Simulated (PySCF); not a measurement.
# An isoelectronic set: 86 electrons

HF in PySCF with def2-SVP on every atom (core potentials on Sb, Te, I), for the lowest determinant that a PBE0 search found; no spin–orbit coupling. All have 86 electrons, 12 of them in the valence shells, and the same state, a triplet (π ↑↑). For ions De leads to the atom and ion picked by measured ionisation energies and electron affinities.

```csv
species,difference of nuclear charges,Re (Å),ωe (cm⁻¹),k (mdyn/Å),De (eV),dissociates to,Mayer bond order
SbBr,16,2.537,257,1.85,1.32,Sb + Br,0.92
AsI,20,2.544,246,1.69,0.88,As + I,1.06
TeBr⁺,17,2.412,301,2.62,0.69,Te⁺ + Br,1.30
SeI⁺,19,2.400,276,2.21,0.91,Se⁺ + I,1.48
```

(1) Which member of the whole set has the stiffest bond, and how does it compare with the softest?

Spin–orbit coupling is left out, which matters for elements this heavy, above all for dissociation energies. For an ion De counts to the pair picked by the measured ionisation energies or electron affinities, which need not be the lowest pair at this level. Hartree–Fock leaves out correlation, which carries a large part of most bond energies and some tenths to 1 eV of ionisation energies. States were picked by a PBE0 search and need not be the measured ground states.

## Answers

(1) TeBr⁺ with k = 2.62 mdyn/Å, 1.6 times that of AsI.
